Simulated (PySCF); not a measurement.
## Molecular orbitals of BBr

RHF at R = 1.899 Å; B def2-TZVPP, Br def2-TZVPP; no relativity (PySCF 2.14). State: ¹Σ⁺ (singlet), closed shell. Only the outer orbitals are listed, counted within each symmetry.

```json
{"orbital": "8σ", "occ.": "2", "ε (eV)": "-28.90", "on B (%)": "10", "main shells (%)": "88 Br s"}
{"orbital": "9σ", "occ.": "2", "ε (eV)": "-17.01", "on B (%)": "37", "main shells (%)": "54 Br p, 33 B s"}
{"orbital": "4π", "occ.": "2", "ε (eV)": "-12.74", "on B (%)": "7", "main shells (%)": "92 Br p"}
{"orbital": "4π", "occ.": "2", "ε (eV)": "-12.74", "on B (%)": "7", "main shells (%)": "92 Br p"}
{"orbital": "10σ", "occ.": "2", "ε (eV)": "-10.20", "on B (%)": "84", "main shells (%)": "53 B s, 30 B p, 16 Br p"}
{"orbital": "5π", "occ.": "0", "ε (eV)": "1.37", "on B (%)": "94", "main shells (%)": "94 B p"}
{"orbital": "5π", "occ.": "0", "ε (eV)": "1.37", "on B (%)": "94", "main shells (%)": "94 B p"}
```

Task: Which are the highest filled and the lowest empty level, where do they sit, and how wide is the gap?

Result: Highest filled 10σ at -10.20 eV (in %: 53 B s, 30 B p, 16 Br p); lowest empty 5π at 1.37 eV (in %: 94 B p); the gap at RHF is 11.57 eV. An empty level above zero is unbound, and its energy depends on the basis.

* bond order (Mayer): 1.35
* ⟨S²⟩: 0.000
* charge on B (Mulliken, basis-dependent): 0.08
* charge on B (Löwdin, basis-dependent): -0.52
* dipole moment (positive dipole means B(−)Br(+)): 1.24 D
* polarisability along the bond: 47.4 bohr³
* polarisability across the bond: 30.9 bohr³
